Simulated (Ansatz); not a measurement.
Basis-set series for BrGaH4OSi (`[SiH3][O][GaH][Br]`). Charge 0, multiplicity 1. The geometry is a stationary point of PBE0-D4/def2-TZVP. It is one conformer, not always the lowest.

```json
{"functional": "PBE0-D4", "basis": "def2-SVP", "functions": "116", "energy (Eh)": "-4864.78297", "HOMO (eV)": "-8.47", "LUMO (eV)": "-1.37"}
{"functional": "PBE0-D4", "basis": "def2-QZVPP", "functions": "425", "energy (Eh)": "-4865.65469", "HOMO (eV)": "-8.58", "LUMO (eV)": "-1.49"}
{"functional": "ωB97M-V", "basis": "def2-SVP", "functions": "116", "energy (Eh)": "-4865.23783", "HOMO (eV)": "-10.68", "LUMO (eV)": "0.38"}
{"functional": "ωB97M-V", "basis": "def2-QZVPP", "functions": "425", "energy (Eh)": "-4866.10519", "HOMO (eV)": "-10.82", "LUMO (eV)": "0.09"}
```

Problem. Give the rows for def2-TZVPP. (Best estimate.)

Solution. Ansatz gave: 
```
functional       basis  functions  energy (Eh)  HOMO (eV)  LUMO (eV)
   PBE0-D4  def2-TZVPP        225  -4865.54350      -8.57      -1.46
   ωB97M-V  def2-TZVPP        225  -4865.99859     -10.81       0.24
```

Positive LUMOs are unbound and depend on the basis. Scalar relativity is left out up to krypton.
